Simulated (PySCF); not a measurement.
Compound: C₇H₁₆OSi.
Numbering: `[CH3:1][CH2:2][O:3][C@@:4]1([SiH3:5])[CH2:6][C@@H:7]1[CH2:8][CH3:9]`

Structure used (GFN2-xTB), in Å, numbered top down from 1:
```
atom  x, y, z in Å
C1     2.958    1.492    0.930
C2     1.666    1.055    0.259
O3     1.544   -0.343    0.392
C4     0.349   -0.864   -0.152
Si5    0.325   -0.901   -2.048
C6    -0.208   -2.028    0.627
C7    -0.891   -0.698    0.697
C8    -2.254   -0.481    0.086
C9    -2.539    1.000   -0.139
H10    3.803    1.001    0.456
H11    3.075    2.569    0.848
H12    2.941    1.212    1.980
H13    1.677    1.331   -0.808
H14    0.803    1.557    0.725
H15    1.708   -1.047   -2.498
H16   -0.486   -2.030   -2.508
H17   -0.247    0.336   -2.593
H18   -0.684   -2.825    0.074
H19    0.352   -2.361    1.487
H20   -0.743   -0.152    1.624
H21   -2.317   -1.014   -0.864
H22   -3.015   -0.897    0.755
H23   -1.788    1.436   -0.794
H24   -2.523    1.539    0.807
H25   -3.517    1.138   -0.594
```

Probes without a nucleus sit at each ring's centroid and 1 Å off its mean plane on both sides; NICS is minus the shielding there, NICSzz its component along the normal. Level: GIAO PBE0/pcSseg-1 (PySCF, non-relativistic, gas phase) on the GFN2-xTB geometry, one conformer.

Ring bond lengths (Å), with Mayer bond orders in brackets: C4–C6 1.507 (0.95), C6–C7 1.497 (0.95), C7–C4 1.512 (0.90).

Question: What do the NICS probes read (ppm)?

Answer: 
```
    ring                                            type  NICS(0)  NICS(1), two faces  NICS(1)zz, two faces  rms pucker (Å)  centre to ring atoms, mean (Å)
C4–C6–C7  3-membered carbocycle; formal bonds all single    -41.4         -9.9 / -7.3         -22.4 / -17.7            0.00                            0.87
```

Question: What do they say, and how far can they be read as aromaticity?

Answer: 
- C4–C6–C7: mean NICS(1)zz -20.0 ppm, shielded. C4, C6, C7 have four or more neighbours, so the value isn't read as a sign of a π ring current. The two faces differ by 4.7 ppm, so no symmetry operation interchanges them. NICS(0) lies 33 ppm below the mean NICS(1).

Question: What is the mean of the two in-plane components of NICS at the first NICS(1) probe listed for ring C4–C6–C7, 1 Å off the ring?

Answer: The isotropic value is a third of the trace: (3 × -9.9 − (-22.4))/2 = -3.7 ppm.

Question: Give the inner angles of the rings and the Hirshfeld charges of the ring atoms.

Answer: 
- C4–C6–C7: C4 59.4° (-0.018 e), C6 60.4° (-0.097 e), C7 60.1° (-0.045 e); sum 180.0° against 180° for a flat convex ring.
